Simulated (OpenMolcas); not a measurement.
Computed transition rates of Bi

```yaml
Program: OpenMolcas 26.06
Method: "SS-RASPT2, IPEA 0.25 Eh, imaginary shift 0.1 Eh (closed shells correlated: 5d)"
Basis: ANO-RCC-VQZP [9s8p6d4f3g]
Scalar_Hamiltonian: DKH2, point nucleus
Active_space: 5 electrons in 9 orbitals (RAS2 6s 6p; RAS3 6d, at most 2 electrons)
State_averaging: 2S+1 = 4 odd, 1 root; 2S+1 = 2 odd, 8 roots; 2S+1 = 4 even, 3 roots (0 in the spin-orbit step)
Spin-orbit_coupling: state interaction with AMFI integrals over the reference wave functions, term energies averaged over their components
```

Rates come from the transition moments of the reference wave functions (E1 and E2 in the length form). At fixed line strength A goes as λ^-3 for E1 and M1 and as λ^-5 for E2, so a rate at the computed wavelength can be rescaled to the measured one. Measured vacuum wavelengths follow from level energies in NIST Handbook of Basic Atomic Spectroscopic Data. Branching counts decays inside the model space alone, at computed energies, and the table is only a selection of the E2 and M1 lines, drawn from those between levels with measured partners whose computed energy lies within a factor of 1.5 of the measured one.

| Upper | Lower | Type | λ computed (nm) | λ measured (nm) | A computed (s-1) | A rescaled (s-1) | Branching % |
| --- | --- | --- | --- | --- | --- | --- | --- |
| 6s² 6p³ ²D°_5/2 | 6s² 6p³ ²D°_3/2 [65 %] | M1 | 2672 | 2489 | 3.69e-01 | 4.57e-01 | 8.3 |
| 6s² 6p³ ²D°_3/2 [65 %] | 6s² 6p³ ⁴S°_3/2 [67 %] | M1 | 961.4 | 875.7 | 1.94e+01 |  | 99.4 |
| 6s² 6p³ ²D°_3/2 [65 %] | 6s² 6p³ ⁴S°_3/2 [67 %] | E2 | 961.4 | 875.7 | 1.22e-01 |  | 0.6 |
| 6s² 6p³ ²P°_1/2 | 6s² 6p³ ²D°_3/2 [65 %] | M1 | 925 | 976.4 | 2.27e+00 |  | 4.9 |
| 6s² 6p³ ²P°_1/2 | 6s² 6p³ ²D°_3/2 [65 %] | E2 | 925 | 976.4 | 8.23e-01 | 6.28e-01 | 1.8 |
| 6s² 6p³ ²D°_5/2 | 6s² 6p³ ⁴S°_3/2 [67 %] | M1 | 707 | 647.8 | 3.19e+00 |  | 72.4 |
| 6s² 6p³ ²D°_5/2 | 6s² 6p³ ⁴S°_3/2 [67 %] | E2 | 707 | 647.8 | 8.51e-01 |  | 19.3 |
| 6s² 6p³ ²P°_1/2 | 6s² 6p³ ⁴S°_3/2 [67 %] | M1 | 471.4 | 461.7 | 3.93e+01 |  | 84.6 |
| 6s² 6p³ ²P°_1/2 | 6s² 6p³ ⁴S°_3/2 [67 %] | E2 | 471.4 | 461.7 | 3.95e+00 |  | 8.5 |

Spin-changing lines and M1 lines between different terms are not rescaled, since their strength hangs on the term gaps too.

The largest correction is for 6s² 6p³ ²P°_1/2 → 6s² 6p³ ²D°_3/2 [65 %] (E2): 8.23e-01 × (925 / 976.4)^5 = 6.28e-01 s-1, a factor of 0.76.

No measured rate stands beside these. Rescaling mends the energy factor alone: line strengths can still be far off where a level mixes with configurations outside the active space, and weak or spin-changing lines hang on small mixing coefficients that depend on the term gaps too, so rescaling need not improve them.

CASPT2 does not keep the components of a term degenerate, so their means are used; among the terms shown or strongly mixed into the levels shown the widest spread is 38 cm-1 (6s² 6p³ ²D°). Some high roots are left out of the spin-orbit mixing, which shifts the levels that they would mix with. Active for correlation alone: 6d; no level in the range computed is led by a configuration that fills it, so any true level of that kind is missing. Spin-orbit splittings of 6p shells tend to come out small when the coupling is added on scalar orbitals. Measured partners are found by configuration, term and J. A level has none where our copy of the source lacks it or the pairing is in doubt (some pairs that miss far off the trend of their configuration count as doubtful). Levels of configurations outside the active space are missing.

A share in square brackets marks a mixed level and gives the weight of the term that names it. ° marks odd parity.
